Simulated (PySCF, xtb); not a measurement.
C2H6F2Si, SMILES CC[SiH](F)F. Other conformers were not sampled.

Harmonic wavenumbers (cm⁻¹) from GFN2-xTB (xtb) at its own minimum, in rising order: 43, 150, 153, 236, 243, 374, 614, 626, 714, 734, 850, 869, 990, 1025, 1067, 1237, 1300, 1418, 1479, 1504, 1506, 2435, 2971, 2988, 3022, 3037, 3042.

### Question
What does PBE0-D3(BJ)/def2-SVP (PySCF 2.14.0) give at its own minimum? (The exact figures need the calculation; the answer reports its results.)

### Answer
57, 146, 168, 269, 305, 444, 643, 677, 822, 832, 902, 931, 984, 1000, 1064, 1245, 1273, 1393, 1422, 1476, 1479, 2298, 3055, 3060, 3109, 3155, 3158. Paired by order, the mean absolute difference is 52 cm⁻¹ and the zero-point energies are 49.5 and 50.6 kcal/mol.
